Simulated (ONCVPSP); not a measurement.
**Reading a pseudo-wave (osmium)**

Columns: radius, all-electron u(r) and pseudo u(r) of the 5s shell (level -92.49 eV) of osmium in the configuration [Kr] 4d10 4f14 5s2 5p6 5d6 6s1.5 6p0.5; PBE, scalar-relativistic, ONCV scheme, ONCVPSP 4.0.1.

```json
{"r (bohr)": "0.118", "all-electron": "0.3568", "pseudo": "0.1121"}
{"r (bohr)": "0.235", "all-electron": "-0.1489", "pseudo": "0.2475"}
{"r (bohr)": "0.353", "all-electron": "-0.6506", "pseudo": "0.4197"}
{"r (bohr)": "0.470", "all-electron": "-0.2227", "pseudo": "0.6169"}
{"r (bohr)": "0.588", "all-electron": "0.4352", "pseudo": "0.8156"}
{"r (bohr)": "0.705", "all-electron": "0.9127", "pseudo": "0.9784"}
{"r (bohr)": "0.822", "all-electron": "1.1459", "pseudo": "1.0783"}
{"r (bohr)": "0.940", "all-electron": "1.1890", "pseudo": "1.1020"}
{"r (bohr)": "1.058", "all-electron": "1.1130", "pseudo": "1.0522"}
{"r (bohr)": "1.175", "all-electron": "0.9794", "pseudo": "0.9487"}
{"r (bohr)": "1.292", "all-electron": "0.8271", "pseudo": "0.8158"}
{"r (bohr)": "1.410", "all-electron": "0.6774", "pseudo": "0.6747"}
{"r (bohr)": "1.528", "all-electron": "0.5432", "pseudo": "0.5428"}
{"r (bohr)": "1.645", "all-electron": "0.4297", "pseudo": "0.4295"}
{"r (bohr)": "1.763", "all-electron": "0.3352", "pseudo": "0.3351"}
{"r (bohr)": "1.880", "all-electron": "0.2597", "pseudo": "0.2596"}
{"r (bohr)": "1.998", "all-electron": "0.1993", "pseudo": "0.1993"}
{"r (bohr)": "2.115", "all-electron": "0.1525", "pseudo": "0.1524"}
{"r (bohr)": "2.232", "all-electron": "0.1161", "pseudo": "0.1160"}
{"r (bohr)": "2.350", "all-electron": "0.0878", "pseudo": "0.0878"}
{"r (bohr)": "2.468", "all-electron": "0.0663", "pseudo": "0.0662"}
{"r (bohr)": "2.585", "all-electron": "0.0500", "pseudo": "0.0499"}
{"r (bohr)": "2.702", "all-electron": "0.0376", "pseudo": "0.0376"}
{"r (bohr)": "2.820", "all-electron": "0.0282", "pseudo": "0.0281"}
{"r (bohr)": "2.938", "all-electron": "0.0211", "pseudo": "0.0210"}
{"r (bohr)": "3.055", "all-electron": "0.0158", "pseudo": "0.0158"}
```

Problem. How many radial nodes do the two functions have?

Solution. The all-electron 5s function has n − l − 1 = 4 (the table is too coarse to show those close to the nucleus); the pseudo-wave has 0, since the states of the same l below it are removed with the core.

Problem. At about which radius was the pseudo-wave matched?

Solution. 1.70 bohr. The columns agree to 0.0005 from 1.53 bohr on; several derivatives are matched, so the curves merge somewhat inside the radius.

Problem. Is the pseudo-wave norm-conserving?

Solution. Yes: the ONCV scheme keeps the norm inside the radius equal to the all-electron one, which fixes the energy derivative of the logarithmic derivative at the level.
